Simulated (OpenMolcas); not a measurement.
## Eu III: input and output

Input:

```
&GATEWAY
Coord
1

Eu 0.0 0.0 0.0
Basis=ANO-R1
Group=XYZ
NoMove
AngMom=0.0 0.0 0.0
AMFI
&SEWARD
* reference wave functions (RASSCF and RASSI steps not shown): 7 electrons in 7 orbitals (4f)
>>> COPY JOB001 $Project.JobIph
&CASPT2
Multistate=1 1
Frozen=14 9
IPEA=0.2
Imaginary=0.25
MaxIter=60
WThr=0.0 0.3 0.05
PrWF=0.5
NoMix
>>> COPY JOB002 $Project.JobIph
&CASPT2
Multistate=21 1 2 3 4 5 6 7 8 9 10 11 12 13 14 15 16 17 18 19 20 21
Frozen=14 9
IPEA=0.2
Imaginary=0.25
MaxIter=60
WThr=0.0 0.3 0.05
PrWF=0.5
NoMix
```

Launched by
```bash
OMP_NUM_THREADS=1 MOLCAS_MEM=2252 MOLCAS_PROJECT=a pymolcas a.inp > a.log  # once for each step of the input, in one work folder
```

Output, cut to the results:

```
--- CASPT2 ---
Orbital specifications:
      -----------------------

      Symmetry species                           1   2
                                                ag  au
      Frozen orbitals                           14   9
      Inactive orbitals                          1   3
      Active orbitals                            0   7
      Secondary orbitals                         7  10
      Deleted orbitals                           0   0
      Number of basis functions                 22  29
Type of calculation                        SS-CASPT2
      Fock operator                              state-specific
      IPEA shift                                 0.20
      Real shift                                 0.00
      Imaginary shift                            0.25
      The input orbitals will be transformed to quasi-canonical
Reference energy:      -10839.1285096379
      E2 (Non-variational):      -0.1551704805
      Shift correction:          -0.0028431052
      E2 (Variational):          -0.1580135857
      Total energy:          -10839.2865232236
      Residual norm:              0.0000002975
      Reference weight:           0.93155
      Contributions to the CASPT2 correlation energy
      Active & Virtual Only:         -0.0181366739
      One Inactive Excited:          -0.0447790655
      Two Inactive Excited:          -0.0922547411
::    CASPT2 Root  1     Total energy: -10839.28652322
--- CASPT2 ---
Orbital specifications:
      -----------------------

      Symmetry species                           1   2
                                                ag  au
      Frozen orbitals                           14   9
      Inactive orbitals                          1   3
      Active orbitals                            0   7
      Secondary orbitals                         7  10
      Deleted orbitals                           0   0
      Number of basis functions                 22  29
Type of calculation                        MS-CASPT2
      Fock operator                              state-specific
      IPEA shift                                 0.20
      Real shift                                 0.00
      Imaginary shift                            0.25
      The input orbitals will be transformed to quasi-canonical
Reference energy:      -10838.9622991781
      E2 (Non-variational):      -0.1648829163
      Shift correction:          -0.0036525277
      E2 (Variational):          -0.1685354440
      Total energy:          -10839.1308346221
      Residual norm:              0.0000004290
      Reference weight:           0.92304
      Contributions to the CASPT2 correlation energy
      Active & Virtual Only:         -0.0258859024
      One Inactive Excited:          -0.0458500394
      Two Inactive Excited:          -0.0931469745
Reference energy:      -10838.9622991781
      E2 (Non-variational):      -0.1648375322
      Shift correction:          -0.0036763794
      E2 (Variational):          -0.1685139115
      Total energy:          -10839.1308130896
      Residual norm:              0.0000004368
      Reference weight:           0.92299
      Contributions to the CASPT2 correlation energy
      Active & Virtual Only:         -0.0259115450
      One Inactive Excited:          -0.0457759377
      Two Inactive Excited:          -0.0931500495
::    CASPT2 Root  1     Total energy: -10839.13083462
::    CASPT2 Root  2     Total energy: -10839.13081309
::    CASPT2 Root  3     Total energy: -10839.13074609
::    CASPT2 Root  4     Total energy: -10839.11483019
::    CASPT2 Root  5     Total energy: -10839.11474001
::    CASPT2 Root  6     Total energy: -10839.11488304
::    CASPT2 Root  7     Total energy: -10839.11491679
::    CASPT2 Root  8     Total energy: -10839.11490498
::    CASPT2 Root  9     Total energy: -10839.11488149
::    CASPT2 Root 10     Total energy: -10839.11490317
::    CASPT2 Root 11     Total energy: -10839.11488168
::    CASPT2 Root 12     Total energy: -10839.11482442
::    CASPT2 Root 13     Total energy: -10839.11479479
::    CASPT2 Root 14     Total energy: -10839.11482294
::    CASPT2 Root 15     Total energy: -10839.11483527
::    CASPT2 Root 16     Total energy: -10839.11484902
::    CASPT2 Root 17     Total energy: -10839.09723527
::    CASPT2 Root 18     Total energy: -10839.09719717
::    CASPT2 Root 19     Total energy: -10839.09711748
::    CASPT2 Root 20     Total energy: -10839.09724812
::    CASPT2 Root 21     Total energy: -10839.09721917
::    MS-CASPT2 Root  1     Total energy: -10839.13085148
::    MS-CASPT2 Root  2     Total energy: -10839.13081330
::    MS-CASPT2 Root  3     Total energy: -10839.13072916
::    MS-CASPT2 Root  4     Total energy: -10839.11519531
::    MS-CASPT2 Root  5     Total energy: -10839.11512925
::    MS-CASPT2 Root  6     Total energy: -10839.11500951
::    MS-CASPT2 Root  7     Total energy: -10839.11493875
::    MS-CASPT2 Root  8     Total energy: -10839.11490737
::    MS-CASPT2 Root  9     Total energy: -10839.11489209
```

Levels above the lowest, from the spin-orbit matrix with the single-state CASPT2 energies, averaged by term, on its diagonal:

```csv
Configuration,Term,J,E (cm⁻¹),Measured (cm⁻¹),Term weight %,Second
4f⁷,⁸S°,7/2,0.0,0.0,98,
4f⁷,⁶P°,5/2,34070,,91,9 ⁶D°
4f⁷,⁶P°,3/2,34440,,95,5 ⁶D°
4f⁷,⁶P°,7/2,34650,28200,88,10 ⁶D°
4f⁷,⁶I°,17/2,38340,32073,100,
4f⁷,⁶I°,7/2,38340,,100,
4f⁷,⁶I°,9/2,38340,,100,
4f⁷,⁶I°,15/2,38340,32308,100,
4f⁷,⁶I°,11/2,38340,32180,100,
4f⁷,⁶I°,13/2,38340,,100,
4f⁷,⁶D°,9/2,42220,,100,
4f⁷,⁶D°,1/2,42220,,100,
4f⁷,⁶D°,3/2,42610,,95,5 ⁶P°
4f⁷,⁶D°,5/2,42990,,91,9 ⁶P°
4f⁷,⁶D°,7/2,43080,,90,10 ⁶P°
```

Against the 4 measured excited levels shown (Martin, Zalubas and Hagan, Atomic Energy Levels: The Rare-Earth Elements, NSRDS-NBS 60 (1978)) the mean absolute deviation is 6200 cm-1; the largest miss in energy is 4f⁷ ⁶P°_7/2: computed 34650, measured 28200 cm⁻¹ (+22.9 %).

CASPT2 does not keep the components of a term degenerate, so their means are used; among the terms shown or strongly mixed into the levels shown the widest spread is 39 cm-1 (4f⁷ ⁶I°). No quartet enters the spin-orbit mixing, so the splitting and order within the octet and the sextets are unsound, and g values and χT are rough. Some terms miss by over 15 % even with CASPT2, which points to a basis or an active space too small for the shells correlated. Computed and measured levels are paired by configuration, term and J; levels that our copy of the source lacks, or whose pairing is in doubt (as where it misses far off the trend of its configuration), stay unpaired and out of the deviations. Only configurations of the active space appear. The first state left out of the spin-orbit step lies near 59000 cm-1 above the lowest spin-free state of the reference (among the parities and spins computed), and the list stops at four fifths of that energy or lower.

The CASPT2 steps took 7.5 s on 1 thread of Arm Neoverse V1, on a shared host; the integral step is not counted.

The term weight is that of the spin-free term in the level, not the purity of its configuration. ° marks odd parity.
